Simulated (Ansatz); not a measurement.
GaH3N, SMILES `[NH2][GaH]` radical, relaxed with UKS PBE0-D4/def2-TZVP in the Gaussian-basis code of Ansatz from a PBE-D4/def2-SVP geometry. The force threshold is 0.005 eV/Å; the program also tests the step.

Total charge 0; spin multiplicity 2.

Start:

```xyz
5

N     0.703   -0.073    0.048
Ga   -0.996   -0.519   -0.501
H     0.920    0.735    0.638
H     1.552   -0.577   -0.218
H    -2.179    0.435    0.034
```

Task: How much energy does the relaxation release, and in how many steps? (An estimate is asked.)

Result: The calculation gave: 1.58 kJ/mol, in 4 steps.

Task: Which bonds change most? (Estimate.)

Result: Ansatz gave: Ga2–H5 from 1.612 to 1.594 Å; N1–H4 from 1.023 to 1.006 Å; N1–H3 from 1.024 to 1.008 Å; N1–Ga2 from 1.840 to 1.825 Å.

Task: Give the relaxed structure. (Estimate.)

Result: Computed: 
```xyz
5

N     0.704   -0.065    0.043
Ga   -0.985   -0.508   -0.488
H     0.918    0.723    0.634
H     1.532   -0.575   -0.216
H    -2.170    0.425    0.027
```
